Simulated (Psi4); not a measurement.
Intermolecular potential of N2 ··· H3B (SMILES N#N and B). Monomers: optimised at B3LYP-D3(BJ) (def2-TZVP), held rigid. Orientation: lowest of the rigid-body minima from ten starts at GFN2-xTB (searched outside a hard wall at short contacts). The monomers approach along the line of their centres of mass (distance R); nothing else relaxes. The shortest distances reach bonding range, where SAPT0 and rigid monomers are unreliable.

Methods: SAPT0/jun-cc-pVDZ, frozen core (Psi4); MP2/aug-cc-pVTZ = Psi4 1.11 with DF-MP2/aug-cc-pVTZ, frozen core, counterpoise-corrected; revPBE/def2-TZVP, counterpoise-corrected (Psi4); PBE/def2-TZVP, counterpoise-corrected (Psi4); CCSD(T)/aug-cc-pVDZ = DF-CCSD(T)/aug-cc-pVDZ, frozen core, counterpoise-corrected (Psi4 1.11).

Cost and agreement with CCSD(T)/aug-cc-pVDZ over the 10 points of the scan, with CCSD(T)/aug-cc-pVDZ as yardstick. Costs are rough ratios of core time within Psi4 on shared cores, each with its mean field (Kohn-Sham runs search longer for lower solutions than correlated ones do); the miss is the largest difference from CCSD(T) of the interaction energy, in kcal/mol.

Problem. Which is the cheapest of these levels that stays within 23 kcal/mol of CCSD(T)/aug-cc-pVDZ?

Solution. SAPT0/jun-cc-pVDZ.

| level | relative cost | largest difference |
|---|---|---|
| SAPT0/jun-cc-pVDZ | 1 | 21.02 |
| MP2/aug-cc-pVTZ | 4 | 13.34 |
| revPBE/def2-TZVP | 7 | 24.26 |
| PBE/def2-TZVP | 7 | 32.21 |

Costs within a factor of two of each other count as equal.
